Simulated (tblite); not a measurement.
Run record: tight-binding relaxation, `C[SiH2]C[Si]([SiH3])([SiH3])[SiH3]`.

Computed with GFN2-xTB geometry optimisation, gas phase (tblite 0.8.0). Start geometry: from a force field or distance geometry. The command runs a driver script over a list of jobs; the input below is this job's line of settings and its coordinates in Å.

Command:
```bash
OMP_NUM_THREADS=1 python probes_run.py task.json out
```

Input:
```
{"job": {"kind": "relax", "xc": "GFN2-xTB", "basis": "xTB"}, "charge": 0, "multiplicity": 1}
C      3.730900    -0.510900    -0.166700
Si     2.053600     0.001500     0.459000
C      0.722300    -0.448300    -0.730500
Si    -0.950900     0.059100    -0.125400
Si    -1.256900     2.289700     0.176200
Si    -1.636500    -0.988000     1.790600
Si    -2.528000    -0.538300    -1.682700
H      3.775200    -1.583700    -0.328900
H      4.515500    -0.248800     0.547500
H      3.945400    -0.013100    -1.109900
H      2.049800     1.458900     0.703600
H      1.804000    -0.681100     1.766600
H      0.738000    -1.523000    -0.909500
H      0.926500     0.038800    -1.697100
H     -2.681300     2.594500     0.474900
H     -0.419300     2.784600     1.301600
H     -0.864400     3.011600    -1.068300
H     -3.051500    -0.667900     2.082100
H     -0.798900    -0.544600     2.945700
H     -1.486500    -2.455600     1.642500
H     -3.889300    -0.151300    -1.214100
H     -2.231600     0.144100    -2.962000
H     -2.470900    -2.001400    -1.885200
```

Output:
```
step      E/eV     max force
  0    -571.85113    1.733
  1    -571.96912    0.750
  2    -572.02834    0.410
  3    -572.04902    0.332
  4    -572.07769    0.337
  5    -572.11239    0.392
  6    -572.15487    0.435
  7    -572.18690    0.400
  8    -572.20664    0.337
  9    -572.22160    0.298
... (40 lines left out)
 50    -572.27428    0.038
 51    -572.27441    0.028
 52    -572.27451    0.024
 53    -572.27456    0.016
 54    -572.27458    0.013
 55    -572.27460    0.012
 56    -572.27463    0.018
 57    -572.27466    0.016
 58    -572.27469    0.010
 59    -572.27471    0.009
```

«max force» is the largest atomic force in eV/Å.

**Question.** From which step on does the largest force stay under 0.1 eV/Å, and how much energy is left to gain from there?

**Answer.** From step 17 (0.095 eV/Å), 20.9 meV above the end.

In short: energy lowered by 9.8 kcal/mol over 59 steps; largest atomic force 0.009 eV/Å at the end.

Hardware: one thread of an Arm Neoverse N1, no GPU, shared host with 64 logical CPUs at a one-minute load of 59. Cost: 1.4 s wall.
Labels such as C1 count atoms from 1, the log's own numbers from 0.
